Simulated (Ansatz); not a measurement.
Reaction (hydrogenolysis of a C–B bond): `BC[O][Al]([F])[SH]` + H₂ → `C[O][Al]([F])[SH]` + BH₃

Computed with Ansatz on PBE0-D4/def2-TZVP structures; ΔE is electronic, products minus reactants. CCSD(T)/CBS adds triple-zeta CCSD(T) − MP2 to the extrapolated MP2 energy (def2 sets, frozen cores). This one scheme is used for every species. DFT in def2-TZVPP. B3LYP here is the variant with VWN-RPA as its local correlation; programs differ in this. Each species was taken in one conformer, which may not be the lowest.

Problem. Is it downhill or uphill in electronic energy at CCSD(T)/CBS, and by how much? (An estimate is asked.)

Solution. Computed: Downhill: ΔE = -13.5 kJ/mol.

Problem. What do these levels give: PBE-D4, r2SCAN-D4, PBE0-D4, B3LYP-D4, r2SCAN, B3LYP, MP2/def2-TZVPP, SCS-MP2/def2-TZVPP, CCSD/def2-TZVPP, HF/def2-QZVPP, MP2/def2-QZVPP, MP2/CBS(def2)? (An estimate is asked.)

Solution. Computed: PBE-D4 -0.2, r2SCAN-D4 -4.1, PBE0-D4 -7.7, B3LYP-D4 -11.4, r2SCAN -5.5, B3LYP -19.1, MP2/def2-TZVPP -14.1, SCS-MP2/def2-TZVPP -21.2, CCSD/def2-TZVPP -21.1, HF/def2-QZVPP -42.3, MP2/def2-QZVPP -12.6, MP2/CBS(def2) -11.3 kJ/mol.

Largest T1 diagnostic among the species: 0.012.

From PBE to PBE0 (25 % exact exchange), in def2-TZVPP and without D4, ΔE moves by −6.9 kJ/mol. The D4 term adds +7.7 kJ/mol with B3LYP and +4.3 kJ/mol with PBE0; it sums over pairs of atoms, weighted by their polarisabilities, and B3LYP, whose exchange is more repulsive, gets the larger term.
